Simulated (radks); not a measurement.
Question: Valence configurations of F3+ (all share [He]). Calculated with a radial shooting solver on a logarithmic mesh with Libxc functionals: scalar-relativistic Kohn-Sham, r2SCAN, spin-polarised, spherical densities, finite nucleus; open shells are filled with parallel spins first; meta-GGA in the generalised Kohn-Sham scheme; Fermi nuclear charge, rms radius 2.8976 fm. Order these by energy: 2s0.5 2p3.5; 2p4; 2s1 2p3; 2s2 2p2; 2s1.5 2p2.5.

Answer: From the lowest, in eV above it: 2s2 2p2 0.000; 2s1.5 2p2.5 4.994; 2s1 2p3 7.108; 2s0.5 2p3.5 24.806; 2p4 39.905. NIST lists [He] 2s2 2p2 as the ground configuration; this level of theory agrees among the configurations tried. The energies are those of spherical high-spin densities, not of single terms.
